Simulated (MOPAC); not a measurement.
MOPAC input (PM3):

```
PM3 PRECISE GNORM=0.05 LET XYZ UHF MS=0.5 GEO-OK AUX(PRECISION=9) THREADS=1
C2H3Cl2

C     0.58240400 1   -0.78592000 1    0.41261000 1
C    -0.80110000 1   -0.41460300 1    0.65693800 1
Cl   -1.63767200 1    0.16900700 1   -0.90370500 1
Cl    1.79932900 1    0.40702800 1    0.39009000 1
H     0.86121800 1   -1.73769700 1   -0.01329200 1
H    -0.90413000 1    0.41500000 1    1.34907500 1
H    -1.39307900 1   -1.26675400 1    0.97837700 1
```

Output:

```
 *******************************************************************************
 **                                                                           **
 **                              MOPAC v23.2.5                                **
 **                                                                           **
 *******************************************************************************
 ** MOPAC's Digital Object Identifier: https://doi.org/10.5281/zenodo.6511958 **
 **                                                                           **
 ** Please cite the open-source release paper for use of this MOPAC version:  **
 ** J. E. Moussa and J. J. P. Stewart (2026)                                  **
 ** MOPAC: An open-source semiempirical molecular orbital program             **
 ** J. Open Source Softw., 11(119), 8025, https://doi.org/10.21105/joss.08025 **
 *******************************************************************************

                              PM3 CALCULATION RESULTS

 *******************************************************************************
 *  PM3        - The PM3 Hamiltonian to be used
 *  GEO-OK     - OVERRIDE INTERATOMIC DISTANCE AND OTHER SAFETY CHECKS
 *  UHF        - UNRESTRICTED HARTREE-FOCK CALCULATION
 *  MS=        - IN MECI, MAGNETIC COMPONENT OF SPIN =  0.5
 *  LET        - OVERRIDE SOME SAFETY CHECKS
 *  PRECISE    - TIGHTER CRITERIA TO BE USED
 *  XYZ        - CARTESIAN COORDINATE SYSTEM TO BE USED
 *  GNORM      - EXIT WHEN GRADIENT NORM DROPS BELOW 0.050
 *  AUX        - OUTPUT AUXILIARY INFORMATION
 *******************************************************************************
PM3 PRECISE GNORM=0.05 LET XYZ UHF MS=0.5 GEO-OK AUX(PRECISION=9) THREADS=1
 C2H3Cl2

   ATOM   CHEMICAL          X               Y               Z
  NUMBER   SYMBOL      (ANGSTROMS)     (ANGSTROMS)     (ANGSTROMS)

     1       C          0.58240400  *  -0.78592000  *   0.41261000  *
     2       C         -0.80110000  *  -0.41460300  *   0.65693800  *
     3      Cl         -1.63767200  *   0.16900700  *  -0.90370500  *
     4      Cl          1.79932900  *   0.40702800  *   0.39009000  *
     5       H          0.86121800  *  -1.73769700  *  -0.01329200  *
     6       H         -0.90413000  *   0.41500000  *   1.34907500  *
     7       H         -1.39307900  *  -1.26675400  *   0.97837700  *

          CARTESIAN COORDINATES

    NO.       ATOM           X           Y           Z

     1         C          0.5824     -0.7859      0.4126
     2         C         -0.8011     -0.4146      0.6569
     3        Cl         -1.6377      0.1690     -0.9037
     4        Cl          1.7993      0.4070      0.3901
     5         H          0.8612     -1.7377     -0.0133
     6         H         -0.9041      0.4150      1.3491
     7         H         -1.3931     -1.2668      0.9784

  H: (PM3): J. J. P. STEWART, J. COMP. CHEM. 10, 209 (1989).
  C: (PM3): J. J. P. STEWART, J. COMP. CHEM. 10, 209 (1989).
 Cl: (PM3): J. J. P. STEWART, J. COMP. CHEM. 10, 209 (1989).

           Empirical Formula: C2 H3 Cl2  =     7 atoms

      MOLECULAR POINT GROUP   :   C1

          UHF CALCULATION, NO. OF ALPHA ELECTRONS =   13
                           NO. OF BETA  ELECTRONS =   12

          Geometry optimization using EF

          DIAGONAL MATRIX USED AS START HESSIAN

 CYCLE:     1  GRAD.:    58.575 HEAT:  5.167954
 CYCLE:     2  GRAD.:   189.877 HEAT:  13.32647
 CYCLE:     3  GRAD.:    66.400 HEAT:  4.084443
 CYCLE:     4  GRAD.:   250.524 HEAT:  18.16175
 CYCLE:     5  GRAD.:   148.075 HEAT:  10.34484
 CYCLE:     6  GRAD.:   175.527 HEAT:  12.03407
 CYCLE:     7  GRAD.:   162.918 HEAT:  13.43841
 CYCLE:     8  GRAD.:   141.201 HEAT:  7.707283
 CYCLE:     9  GRAD.:   130.143 HEAT:  10.34483
 CYCLE:    10  GRAD.:    75.954 HEAT:  5.104984
 CYCLE:    11  GRAD.:    39.635 HEAT:  2.859979
 CYCLE:    12  GRAD.:    19.623 HEAT:  2.357787
 CYCLE:    13  GRAD.:    13.215 HEAT:  2.126419
 CYCLE:    14  GRAD.:     3.210 HEAT:  2.064975
 CYCLE:    15  GRAD.:     0.754 HEAT:  2.059678
 CYCLE:    16  GRAD.:     0.866 HEAT:  2.057404
 CYCLE:    17  GRAD.:     2.411 HEAT:  2.046076
 CYCLE:    18  GRAD.:     2.519 HEAT:  2.037457
 CYCLE:    19  GRAD.:     2.400 HEAT:  2.015381
 CYCLE:    20  GRAD.:     2.897 HEAT:  1.992871
 CYCLE:    21  GRAD.:     9.182 HEAT:  1.922437
 CYCLE:    22  GRAD.:    10.510 HEAT:  1.868454
 CYCLE:    23  GRAD.:    15.453 HEAT:  1.857114
 CYCLE:    24  GRAD.:     4.542 HEAT:  1.759597
 CYCLE:    25  GRAD.:     3.572 HEAT:  1.720294
 CYCLE:    26  GRAD.:     7.176 HEAT:  1.708198
 CYCLE:    27  GRAD.:     2.666 HEAT:  1.685271
 CYCLE:    28  GRAD.:     1.903 HEAT:  1.658334
 CYCLE:    29  GRAD.:     3.194 HEAT:  1.632214
 CYCLE:    30  GRAD.:     2.468 HEAT:  1.619370
 CYCLE:    31  GRAD.:     6.656 HEAT:  1.610602
 CYCLE:    32  GRAD.:     2.440 HEAT:  1.586001
 CYCLE:    33  GRAD.:     2.208 HEAT:  1.569876
 CYCLE:    34  GRAD.:     5.081 HEAT:  1.571784
 CYCLE:    35  GRAD.:     0.874 HEAT:  1.559854
 CYCLE:    36  GRAD.:     1.275 HEAT:  1.556188
 CYCLE:    37  GRAD.:     1.450 HEAT:  1.551710
 CYCLE:    38  GRAD.:     1.157 HEAT:  1.549791
 CYCLE:    39  GRAD.:     1.369 HEAT:  1.547403
 CYCLE:    40  GRAD.:     1.295 HEAT:  1.545096
 CYCLE:    41  GRAD.:     1.467 HEAT:  1.541453
 CYCLE:    42  GRAD.:     4.762 HEAT:  1.551652
 CYCLE:    43  GRAD.:     2.268 HEAT:  1.539960
 CYCLE:    44  GRAD.:     0.340 HEAT:  1.536982
 CYCLE:    45  GRAD.:     0.335 HEAT:  1.536241
 CYCLE:    46  GRAD.:     0.365 HEAT:  1.535948
 CYCLE:    47  GRAD.:     0.387 HEAT:  1.535622
 CYCLE:    48  GRAD.:     0.393 HEAT:  1.535177
 CYCLE:    49  GRAD.:     0.772 HEAT:  1.535083
 CYCLE:    50  GRAD.:     0.175 HEAT:  1.534715
 CYCLE:    51  GRAD.:     0.129 HEAT:  1.534551
 CYCLE:    52  GRAD.:     0.562 HEAT:  1.534531
 CYCLE:    53  GRAD.:     0.078 HEAT:  1.534438
 CYCLE:    54  GRAD.:     0.095 HEAT:  1.534383
 CYCLE:    55  GRAD.:     0.240 HEAT:  1.534317
 CYCLE:    56  GRAD.:     0.126 HEAT:  1.534287
 CYCLE:    57  GRAD.:     0.465 HEAT:  1.534298
 CYCLE:    58  GRAD.:     0.183 HEAT:  1.534201
 CYCLE:    59  GRAD.:     0.060 HEAT:  1.534174
 CYCLE:    60  GRAD.:     0.059 HEAT:  1.534156
 CYCLE:    61  GRAD.:     0.076 HEAT:  1.534141
 CYCLE:    62  GRAD.:     2.225 HEAT:  1.537336
 CYCLE:    63  GRAD.:     0.050 HEAT:  1.534126
 CYCLE:    64  GRAD.:     0.096 HEAT:  1.534112
 CYCLE:    65  GRAD.:     0.032 HEAT:  1.534099

     GRADIENT =  0.03213 IS LESS THAN CUTOFF =  0.05000

 -------------------------------------------------------------------------------
 PM3 PRECISE GNORM=0.05 LET XYZ UHF MS=0.5 GEO-OK AUX(PRECISION=9) THREADS=1
 C2H3Cl2

     GEOMETRY OPTIMISED USING EIGENVECTOR FOLLOWING (EF).
     SCF FIELD WAS ACHIEVED

                              PM3 CALCULATION
                                                       MOPAC v23.2.5 Linux

          FINAL HEAT OF FORMATION =          1.53410 KCAL/MOL =       6.41867 KJ/MOL

          COSMO AREA              =        113.59 SQUARE ANGSTROMS
          COSMO VOLUME            =         99.46 CUBIC ANGSTROMS

          GRADIENT NORM           =          0.03213          =       0.01214 PER ATOM
          IONIZATION POTENTIAL    =          9.304582 EV
          ALPHA SOMO LUMO (EV)    =         -9.305  0.758
          BETA  SOMO LUMO (EV)    =        -10.516  0.127
          NO. OF ALPHA ELECTRONS  =         13
          NO. OF BETA  ELECTRONS  =         12
          MOLECULAR WEIGHT        =         97.9517         POINT GROUP:  C1

          MOLECULAR DIMENSIONS (Angstroms)

            Atom       Atom       Distance
           Cl     4   Cl     3     4.21275
            H     5    H     6     2.94730
            H     7    H     6     1.67263

          SCF CALCULATIONS        =         66

   ATOM   CHEMICAL          X               Y               Z
  NUMBER   SYMBOL      (ANGSTROMS)     (ANGSTROMS)     (ANGSTROMS)

     1       C          0.62414297  *  -0.31648082  *  -0.05439887  *
     2       C         -0.71139677  *  -0.01818557  *   0.46760872  *
     3      Cl         -1.92227660  *  -0.30280446  *  -0.80002992  *
     4      Cl          1.93106792  *   0.00135720  *   0.87521832  *
     5       H          0.75153574  *  -0.74461397  *  -1.05320916  *
     6       H         -0.78742278  *   1.03226114  *   0.80500957  *
     7       H         -0.94722779  *  -0.66187886  *   1.33598013  *

                             CARTESIAN COORDINATES

   1    C        0.624142971    -0.316480816    -0.054398868
   2    C       -0.711396767    -0.018185570     0.467608717
   3   Cl       -1.922276600    -0.302804464    -0.800029923
   4   Cl        1.931067915     0.001357199     0.875218320
   5    H        0.751535741    -0.744613967    -1.053209161
   6    H       -0.787422781     1.032261135     0.805009567
   7    H       -0.947227787    -0.661878862     1.335980129

           Empirical Formula: C2 H3 Cl2  =     7 atoms

      MOLECULAR POINT GROUP   :   C1

          ALPHA EIGENVALUES
 -56.23779 -54.97256 -30.71168 -21.80283 -16.17219 -15.67111 -15.59701 -13.16447
 -12.05080 -10.77279 -10.59417 -10.55326  -9.30458   0.75832   1.47198   2.94510
   3.50814   3.69809   4.00803

           BETA EIGENVALUES
 -56.08564 -54.91783 -30.15893 -20.99185 -15.86965 -15.30232 -15.23189 -13.08506
 -11.37754 -10.74854 -10.57347 -10.51628   0.12651   0.93925   2.11194   3.18831
   3.67176   4.10833   4.37397

              NET ATOMIC CHARGES AND DIPOLE CONTRIBUTIONS

  ATOM NO.   TYPE          CHARGE      No. of ELECS.   s-Pop       p-Pop
    1          C          -0.328946        4.3289     1.26652     3.06243
    2          C          -0.040620        4.0406     1.17229     2.86833
    3         Cl          -0.051190        7.0512     1.98246     5.06873
    4         Cl           0.127750        6.8722     1.97352     4.89873
    5          H           0.142069        0.8579     0.85793
    6          H           0.075432        0.9246     0.92457
    7          H           0.075504        0.9245     0.92450
 DIPOLE           X         Y         Z       TOTAL
 POINT-CHG.     0.694     0.205     0.786     1.068
 HYBRID        -0.134    -0.032     0.031     0.141
 SUM            0.561     0.173     0.817     1.006

          ATOMIC ORBITAL ELECTRON POPULATIONS

     Atom    s        px        py        pz
    1  C   1.26652   0.93839   1.10238   1.02166
    2  C   1.17229   0.90268   1.02227   0.94337
    3 Cl   1.98246   1.56357   1.97258   1.53259
    4 Cl   1.97352   1.35560   1.87941   1.66372
    5  H   0.85793
    6  H   0.92457
    7  H   0.92450

                    (SZ)    =    0.500000
                    (S**2)  =    0.765345

          ATOMIC ORBITAL SPIN POPULATIONS

    Atom   Total    s     px     py     pz
         Atomic
    1  C  1.0500  0.068  0.059  0.737  0.186
    2  C -0.1125 -0.013 -0.045 -0.029 -0.025
    3 Cl  0.0055 -0.000  0.001 -0.000  0.005
    4 Cl  0.0392  0.002 -0.040  0.080 -0.003
    5  H -0.0709 -0.071
    6  H  0.0411  0.041
    7  H  0.0476  0.048

 **********************
 *                    *
 * JOB ENDED NORMALLY *
 *                    *
 **********************

 == MOPAC DONE ==
```

The geometry given is a B3LYP-D3(BJ)/def2-TZVP minimum.
